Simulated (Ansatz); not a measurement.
Start from `CCB(N)F` and change one element to get `C[CH2][Al]([NH2])[F]`.

Ansatz, PBE0-D4/def2-TZVP geometries, multiplicity 1. Each molecule was computed in one conformer, which needn't be the lowest.

| property | `CCB(N)F` |
| --- | --- |
| HOMO–LUMO gap (PBE0/def2-TZVPP) / eV | 9.08 |
| HOMO energy (PBE/def2-TZVPP) / eV | -6.82 |
| LUMO energy (B3LYP/def2-TZVPP) / eV | 0.46 |
| HOMO energy (B3LYP/def2-TZVPP) / eV | -8.03 |
| LUMO energy (PBE/def2-TZVPP) / eV | 0.02 |
| LUMO energy (ωB97M-V/def2-TZVPP) / eV | 2.08 |

Problem. Give the same properties after the change, and the shifts. (Estimate.)

Solution. Computed: 
| property | `C[CH2][Al]([NH2])[F]` | shift |
| --- | --- | --- |
| HOMO–LUMO gap (PBE0/def2-TZVPP) / eV | 7.53 | -1.55 |
| HOMO energy (PBE/def2-TZVPP) / eV | -6.12 | 0.70 |
| LUMO energy (B3LYP/def2-TZVPP) / eV | -0.32 | -0.78 |
| HOMO energy (B3LYP/def2-TZVPP) / eV | -7.29 | 0.74 |
| LUMO energy (PBE/def2-TZVPP) / eV | -0.81 | -0.83 |
| LUMO energy (ωB97M-V/def2-TZVPP) / eV | 1.45 | -0.63 |

With PBE0 the HOMO rises by 0.74 eV and the LUMO falls by 0.81 eV, so the gap narrows by about 1.55 eV. PBE moves the HOMO by 0.70 eV and ωB97M-V by 0.73 eV.

Positive LUMOs are unbound, so they and the gaps depend on the basis.

B3LYP here is the variant with VWN-RPA as its local correlation; programs differ in this.
